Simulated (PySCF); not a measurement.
**Electron correlation in B⁺ (boron, charge +1)**

[He] 2p2, high-spin 3P determinant (an excited configuration). Computed with PySCF 2.14 in def2-TZVPPD (6s3p3d1f, 37 functions), with the non-relativistic Hamiltonian (point nucleus). Frozen: nothing; 4 electrons correlated.

MP2 pair energies summed by pair of shells (mhartree):

```
 pair  energy  share (%)
1s-1s  -13.50       60.0
2p-2p   -6.58       29.3
1s-2p   -2.42       10.7
```

Total MP2 correlation energy: -22.50 mhartree.

Same-spin part -7.67 and opposite-spin part -14.83 mhartree; SCS-MP2 scales them by 1/3 and 6/5 to -20.35 mhartree.

This basis was not built for core-valence correlation, so the inner-shell part is incomplete.
